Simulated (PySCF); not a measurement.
**Two-component Hartree-Fock for Zn³⁺ (zinc, charge +3)**

Start: [Ar] 3d9; 3d3/2 filled at m_j = -3/2, -1/2, +1/2, +3/2; 3d5/2 filled at m_j = -3/2, -1/2, +1/2, +3/2, +5/2. Calculated with PySCF 2.14 in x2c-TZVPall-2c with one added diffuse shell each of s, p, d type (7s8p5d1f, 63 functions): generalised Hartree-Fock with the X2C-1e Hamiltonian and a Gaussian nucleus; one run each with spin-orbit coupling (SO) switched off, then screened by Boettger's factors. This is a chosen level, not necessarily the ground level.

| spinor shell | electrons | ε, spin-free (eV) | ε, screened SO (eV) | weight of nominal j (screened SO) | rms radius, screened SO (bohr) |
| --- | --- | --- | --- | --- | --- |
| 1s1/2 | 2 | -9772.6 | -9772.4 | 1.000 | 0.0580 |
| 2s1/2 | 2 | -1276.6 | -1276.5 | 1.000 | 0.244 |
| 2p1/2 | 2 | -1107.9 | -1124.6 | 0.999 | 0.217 |
| 2p3/2 | 4 | -1107.9 | -1099.8 | 1.000 | 0.220 |
| 3s1/2 | 2 | -199.68 | -199.66 | 1.000 | 0.727 |
| 3p1/2 | 2 | -147.14 | -150.62 | 0.951 | 0.759 |
| 3p3/2 | 4 | -147.14 | -145.42 | 0.976 | 0.770 |
| 3d3/2 | 4 | -62.797 | -63.529 | 0.831 | 0.906 |
| 3d5/2 | 5 | -62.797 | -62.221 | 0.865 | 0.916 |

```json
{"quantity": "E (hartree)", "spin-free": "-1791.95738", "screened SO": "-1792.01376"}
{"quantity": "M_J", "spin-free": "5/2", "screened SO": "5/2"}
{"quantity": "⟨J²⟩", "spin-free": "8.753", "screened SO": "8.753"}
{"quantity": "⟨L²⟩", "spin-free": "6.002", "screened SO": "6.004"}
{"quantity": "⟨S²⟩", "spin-free": "0.751", "screened SO": "0.752"}
```

Each row is a mean over spinors that exchange with the open shell spreads, by up to 8.040 eV (3p3/2).

Rows whose weight is well below 1 are mixtures of j = l ± 1/2: exchange outweighs spin-orbit coupling there, and the label is only the starting occupation.

Without spin-orbit coupling the j labels of p, d and f shells carry no meaning; the spin-free column gives the mean over the occupied spinors of each nl shell.
